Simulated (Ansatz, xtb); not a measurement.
C5H4N2: 4 structures ranked

4 gas-phase structures of C5H4N2, from a drawn sample of its isomers (lower ones may exist). Each was relaxed with GFN2-xTB:

A. `N#Cc1cc[nH]c1`, a singlet
B. `C#Cc1ncc[nH]1`, a singlet
C. `C#Cc1cn[nH]c1`, a singlet
D. `C#Cc1cc[nH]n1`, a singlet

Question: Which do you expect lowest at r2SCAN-D4/def2-SVP, and how would the others follow?

Answer: Calculated order at r2SCAN-D4/def2-SVP: A (0.0), B (138.4), C (180.8), D (186.1) kJ/mol.

Energies above the lowest of each column, in kJ/mol; the last columns are at PBE0-D3(BJ)/def2-SVP geometries and were run for some of them only (a dash: not run or not comparable):

```csv
structure,GFN2-xTB,HF/STO-3G,r2SCAN-D4/def2-SVP,PBE0-D3(BJ)/def2-SVP,CCSD(T)/def2-SVP + ΔMP2/def2-TZVPP
A,0.0,0.0,0.0,0.0,0.0
B,68.0,180.3,138.4,141.7,144.2
C,117.7,207.9,180.8,182.6,186.4
D,121.3,212.4,186.1,–,–
```

Every level run on A puts it lowest or level with the lowest. Frequencies (GFN2-xTB) were run for A, B, C alone. ΔMP2 is the change of the MP2 energy from the smaller to the larger basis.

Over these structures GFN2-xTB departs from r2SCAN-D4/def2-SVP by 24.8 kJ/mol on average once a common shift is removed. A GFN2-xTB relaxation took about 0.062 s and the r2SCAN-D4/def2-SVP energy about 2.3 s on a shared host (Ansatz 0.2.0, xtb 6.7.1).
